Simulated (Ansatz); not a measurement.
Stepwise reaction of `[CH3][GeH2][CH3]` with hydrogen fluoride, as a gas-phase model of exchange steps in deposition or etching. ΔE in kJ/mol; ΔG adds harmonic PBE0-D4 terms to CCSD(T)/CBS, at 1 bar.

Program: Ansatz. Geometries: PBE0-D4/def2-TZVP. ΔE: electronic, gas phase. CCSD(T)/CBS adds triple-zeta CCSD(T) − MP2 to the extrapolated MP2 energy (def2 sets, frozen cores). This one scheme is used for every species. Functionals use def2-TZVPP. B3LYP here is the variant with VWN-RPA as its local correlation; programs differ in this. For Ge outer-core shells are correlated without core-valence functions, which leaves a few kJ/mol of doubt a bond. Scalar relativity is left out up to krypton.

```tsv
step	reaction	PBE-D4	B3LYP-D4	ωB97M-V	CCSD(T)/CBS	ΔG(600 K)
2	`[CH3][GeH2][F]` + H–F → `[F][GeH2][F]` + CH₄	-76.6	-84.7	-81.4	-71.5	-60.9
```

**Question.** Give the row of step 1, `[CH3][GeH2][CH3]` + H–F → `[CH3][GeH2][F]` + CH₄. (Estimate.)

**Answer.** Ansatz gave: 
```tsv
step	reaction	PBE-D4	B3LYP-D4	ωB97M-V	CCSD(T)/CBS	ΔG(600 K)
1	`[CH3][GeH2][CH3]` + H–F → `[CH3][GeH2][F]` + CH₄	-81.6	-91.1	-87.0	-77.4	-75.3
```

**Question.** By hand: ΔE of the 2 steps together at CCSD(T)/CBS.

**Answer.** (-77.4) + (-71.5) = -148.9 kJ/mol, or -74.5 kJ/mol a step.

In ΔE each step is higher than the one before. All are downhill at CCSD(T)/CBS. ΔG lies between -75.3 and -60.9 kJ/mol a step. PBE-D4 differs from CCSD(T)/CBS by -5.1 to -4.2 kJ/mol a step. Isolated molecules leave out the surface, adducts and barriers. Largest T1 diagnostic: 0.012.
